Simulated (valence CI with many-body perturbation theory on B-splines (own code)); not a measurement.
**E1 transitions of Eu¹⁴⁺**

Method: relativistic CI+MBPT: three valence electrons over a frozen Dirac-Fock core [Kr] 4d10, radial functions for each j: 8 s, 8 p, 9 d, 9 f, 6 g, 3 h, 2 i, with the one-electron correlation potential Σ1, the two-electron term Σ2, the three-electron term Σ3, Breit, model QED; selected CI, second order for the rest, scaled by the run's own slope (own B-spline code, finite nucleus).

No measured spectrum was set against this ion. As an estimate, terms of the open shell hold to a few per cent of their energy, and close levels can change places; configurations with another count of f electrons can be misplaced by thousands of cm⁻¹. Core correlation moves these levels by up to 35000 cm⁻¹, and in measured spectra 5 to 20 % of such shifts remained as error; rates that hang on mixing are uncertain with them.

Lines 151 to 200 of 222 in falling wavelength, among levels below 75384 cm⁻¹, chosen from the strongest by gf and those to the six lowest levels. Wavelengths and rates use the calculated energies, so an error of 2000 cm⁻¹ moves a line at 290.3 nm by 5.8 % and its rate by three times that or more. Electric multipoles are in the length gauge, E1 and E2 with the static RPA response of the core. Weak lines are less certain than strong ones. Lines between different terms over intervals too small for the method are left out, as are lines whose strength nearly cancels. Where a level lies close to another of its J and parity, the split of strength between their lines is uncertain. The highest levels of a list are the least certain.

Names give the largest LS component (configuration and term), which can be under half, so a name can repeat, a term be missing and a line seem to break the LS rules; names also repeat where a configuration has a term twice. Letters in brackets count levels of one name in rising energy.

```tsv
λ vac (nm)	Upper	Lower	A (s⁻¹)	S (a.u.) with core polarisation	S without
290.3	4f³ ⁴G°_7/2	4f²5s ⁴H_9/2	4.68e+02	4.52e-05	5.24e-05
288.5	4f³ ²I°_13/2	4f²5s ²H_11/2	5.03e+03	8.35e-04	9.80e-04
285.3	4f³ ²D°_5/2 [b]	4f²5s ²F_7/2	1.10e+03	7.58e-05	8.31e-05
284.2	4f³ ²D°_5/2 [a]	4f²5s ⁴F_3/2	2.16e-01	1.47e-08	2.78e-08
283.5	4f³ ²F°_5/2	4f²5s ²D_3/2	1.03e+03	6.98e-05	8.25e-05
280.5	4f³ ⁴G°_9/2	4f²5s ⁴H_9/2	1.07e+00	1.16e-07	8.62e-08
280.3	4f³ ⁴G°_11/2	4f²5s ⁴H_11/2	7.87e+00	1.03e-06	1.05e-06
278.4	4f³ ²F°_5/2	4f²5s ²D_5/2	3.04e+02	1.94e-05	2.42e-05
276.8	4f³ ²H°_9/2 [b]	4f²5s ²G_9/2	7.18e+01	7.52e-06	8.98e-06
269.9	4f³ ⁴G°_7/2	4f²5s ⁴H_7/2	3.53e+00	2.74e-07	2.69e-07
269.5	4f5s² ²F°_5/2	4f²5s ⁴H_7/2	1.89e+02	1.10e-05	1.19e-05
267.3	4f³ ²I°_11/2	4f²5s ⁴F_9/2	1.39e+03	1.57e-04	1.81e-04
263.7	4f³ ⁴D°_7/2	4f²5s ²G_7/2	6.11e+01	4.43e-06	5.44e-06
261.4	4f³ ⁴G°_9/2	4f²5s ⁴H_7/2	2.55e+00	2.24e-07	2.91e-07
260.2	4f²5s ²I_13/2	4f³ ⁴I°_11/2	3.58e-01	4.36e-08	5.55e-08
259.7	4f³ ²F°_7/2	4f²5s ²D_5/2	6.26e+02	4.33e-05	4.79e-05
259.6	4f²5s ²I_11/2	4f³ ⁴I°_11/2	7.21e+00	7.46e-07	8.60e-07
259.4	4f³ ²G°_9/2	4f²5s ⁴H_9/2	1.69e+01	1.46e-06	1.60e-06
254.6	4f³ ⁴D°_5/2	4f²5s ⁴F_7/2	2.74e+03	1.34e-04	1.61e-04
254.2	4f³ ²H°_11/2 [b]	4f²5s ²G_9/2	5.36e+02	5.21e-05	5.98e-05
251.3	4f³ ²I°_11/2	4f²5s ²H_9/2	3.56e+03	3.35e-04	3.91e-04
251.0	4f³ ⁴G°_11/2	4f²5s ⁴H_9/2	1.10e+00	1.03e-07	1.08e-07
250.7	4f³ ²H°_9/2 [b]	4f²5s ²G_7/2	5.79e+02	4.51e-05	5.37e-05
250.5	4f³ ²D°_3/2 [b]	4f²5s ²F_5/2	2.45e+03	7.60e-05	8.48e-05
246.9	4f³ ²P°_3/2	4f²5s ⁴F_3/2	9.13e+01	2.71e-06	3.26e-06
243.0	4f³ ²G°_9/2	4f²5s ⁴H_7/2	3.11e+00	2.20e-07	3.25e-07
240.5	4f³ ⁴D°_3/2	4f²5s ⁴F_5/2	2.56e+03	7.02e-05	8.34e-05
240.0	4f5s² ²F°_7/2	4f²5s ⁴H_9/2	1.76e+02	9.61e-06	1.07e-05
239.5	4f³ ²H°_11/2 [b]	4f²5s ²H_11/2	1.81e+03	1.47e-04	1.67e-04
239.3	4f³ ⁴D°_5/2	4f²5s ⁴F_5/2	2.02e+02	8.22e-06	9.00e-06
238.8	4f³ ²D°_5/2 [b]	4f²5s ²F_5/2	5.02e+02	2.02e-05	2.37e-05
236.1	4f³ ⁴D°_7/2	4f²5s ⁴F_9/2	2.65e+03	1.38e-04	1.64e-04
234.4	4f²5s ²I_11/2	4f³ ⁴I°_9/2	4.81e+00	3.67e-07	4.82e-07
232.7	4f³ ²F°_5/2	4f²5s ²F_7/2	9.44e+02	3.52e-05	3.78e-05
230.8	4f³ ⁴D°_3/2	4f²5s ⁴F_3/2	1.42e+02	3.44e-06	3.52e-06
229.7	4f³ ⁴D°_5/2	4f²5s ⁴F_3/2	2.90e-02	1.04e-09	1.59e-09
225.9	4f5s² ²F°_7/2	4f²5s ⁴H_7/2	6.55e-02	2.98e-09	9.30e-09
225.7	4f³ ²D°_5/2 [b]	4f²5s ²G_7/2	2.80e+02	9.54e-06	1.01e-05
225.7	4f³ ⁴D°_7/2	4f²5s ⁴F_7/2	2.10e+02	9.52e-06	1.07e-05
225.6	4f³ ²H°_9/2 [b]	4f²5s ⁴F_9/2	7.85e+02	4.45e-05	5.14e-05
223.5	4f³ ⁴D°_7/2	4f²5s ²H_9/2	9.79e+02	4.31e-05	5.15e-05
223.0	4f³ ²D°_5/2 [a]	4f²5s ⁴H_7/2	1.65e-01	5.42e-09	6.81e-09
222.5	4f³ ²I°_13/2	4f²5s ⁴H_13/2	3.42e+02	2.60e-05	3.60e-05
222.0	4f³ ⁴D°_1/2	4f²5s ⁴F_3/2	2.18e+03	2.35e-05	2.71e-05
219.5	4f³ ²F°_7/2	4f²5s ²F_7/2	5.13e+02	2.14e-05	2.65e-05
215.0	4f³ ²I°_11/2	4f²5s ⁴H_11/2	2.91e+02	1.71e-05	2.27e-05
214.1	4f³ ²H°_9/2 [b]	4f²5s ²H_9/2	1.25e+03	6.05e-05	6.76e-05
210.3	4f³ ²H°_11/2 [b]	4f²5s ⁴F_9/2	5.09e+02	2.80e-05	3.26e-05
201.8	4f³ ²I°_13/2	4f²5s ⁴H_11/2	6.37e-01	3.62e-08	5.54e-09
200.3	4f³ ²H°_11/2 [b]	4f²5s ²H_9/2	3.02e+02	1.44e-05	1.63e-05
```
